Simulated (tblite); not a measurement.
Species: C₅H₈FO₂Si (doublet state).
Cartesian coordinates in Å at the GFN2-xTB level; atoms count from 1:
```xyz
17
C5H8FO2Si angstrom
C     -2.3251    0.9255    0.0858
C     -1.9490   -0.4959    0.1779
F     -2.3589   -1.0997    1.3099
Si    -0.6751   -1.3919   -0.8350
C      0.8941   -1.0261    0.2361
O      1.3555   -1.7991    1.0504
C      1.3419    0.3917    0.0730
C      2.7006    0.7256    0.6013
O      0.6040    1.1675   -0.5097
H     -3.0411    1.1916    0.8602
H     -1.4360    1.5581    0.1786
H     -2.7404    1.1359   -0.8990
H     -0.9152   -2.8287   -0.7795
H     -0.5794   -0.8027   -2.1614
H      2.8736    1.7981    0.5761
H      2.7939    0.3398    1.6150
H      3.4495    0.2223   -0.0097
```

All values are computed: GFN2-xTB (tblite) harmonic vibrations without scaling, gas phase. Against measured fundamentals such values can be off by several per cent, at times by over 20. Modes of hydrogen on silicon can be 10 to 20 % off. One conformer, not necessarily the lowest. Open shells enter through the occupations alone, without spin polarisation, and single modes of such species can be off by tens of per cent.

Harmonic wavenumbers (cm⁻¹): 33.1, 44.0, 59.3, 85.6, 99.0, 132.7, 159.0, 231.9, 267.6, 305.0, 312.0, 376.3, 390.1, 476.6, 527.9, 564.5, 582.4, 629.8, 643.6, 661.3, 734.8, 882.1, 939.4, 956.6, 970.3, 988.2, 1166.2, 1200.1, 1220.4, 1360.0, 1377.5, 1417.2, 1431.6, 1439.3, 1444.1, 1671.9, 1688.7, 2319.9, 2344.3, 2923.2, 3007.4, 3008.1, 3026.1, 3040.1, 3052.5.

A = 1982, B = 977.7, C = 832.3 MHz; mass 147.028 u (most abundant isotopes); point group C1, symmetry number 1; spin multiplicity 2.

**Question.** What is the zero-point energy?

**Answer.** Half the sum of the wavenumbers: 25096 cm⁻¹ = 71.75 kcal/mol.

**Question.** Entropy at 200 K, 1 bar (ideal gas, RRHO, classical rotation)?

**Answer.** Translation 38.91, rotation 28.49, vibration 28.52, spin (R ln 2) 1.38: S = 97.3 cal/(mol K).

**Question.** And Cp and H(200 K) − H(0)?

**Answer.** Cp = 34.04 cal/(mol K), of which vibrations give 26.10 (their classical limit is 45 R = 89.4); H(200 K) − H(0) = 4.47 kcal/mol without the zero-point energy, 2.88 from vibrations.

**Question.** What must be added to the electronic energy to get the Gibbs energy at 200 K and 1 bar?

**Answer.** ZPE + [H(200 K) − H(0)] − T·S = 71.75 + 4.47 − 19.46 = 56.76 kcal/mol.

**Question.** Blend soft modes into free rotors: weight 1/[1 + (100 cm⁻¹/ν̃)⁴] for the oscillator and the rest for a rotor with moment μB/(μ + B), μ = h/(8π²ν), B = 10⁻⁴⁴ kg m². What vibrational entropy results?

**Answer.** 25.35 cal/(mol K) in place of 28.52, which changes −T·S at 200 K by +0.63 kcal/mol.

**Question.** How do the functions run with temperature in this model?

**Answer.** 
| T (K) | S (cal/(mol K)) | Cp (cal/(mol K)) | H − H(0) (kcal/mol) | G − H(0) (kcal/mol) | ln q(vib) |
| --- | --- | --- | --- | --- | --- |
| 100 | 77.8 | 23.1 | 1.60 | -6.18 | 3.26 |
| 300 | 112.9 | 43.4 | 8.36 | -25.52 | 10.57 |
| 500 | 138.7 | 57.9 | 18.58 | -50.77 | 16.82 |
| 800 | 169.2 | 71.6 | 38.18 | -97.15 | 24.95 |
| 1000 | 185.8 | 77.4 | 53.12 | -132.68 | 29.72 |

q(vib) and H(0) count from the zero-point level.

Hindered rotation and anharmonicity are outside this model. Other conformers, if any are populated, would add a mixing term that is left out. The structure is chiral; the term R ln 2 for an equal mix with its mirror image is left out.
